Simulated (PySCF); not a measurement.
H₃O₂, SMILES O[OH2+], charge +1.

The structure is a stationary point at B3LYP-D3(BJ)/def2-TZVP. The isomer is the one that the SMILES or the coordinates give; other isomers of the formula were not compared.

These are PBE/def2-TZVPD in PySCF values and carry that method's errors.

Computed frontier levels, gap, dipole moment and polarisability:
```yaml
highest_occupied_level: -15.42 eV
lowest_empty_level: -10.39 eV
orbital_gap: 5.02 eV
dipole_moment_about_the_centre_of_nuclear_charge: 2.31 D
mean_static_polarisability: 12.7 bohr³ (1.88 Å³)
polarisability_principal_values: 10.6, 11.1, 16.4 bohr³
```
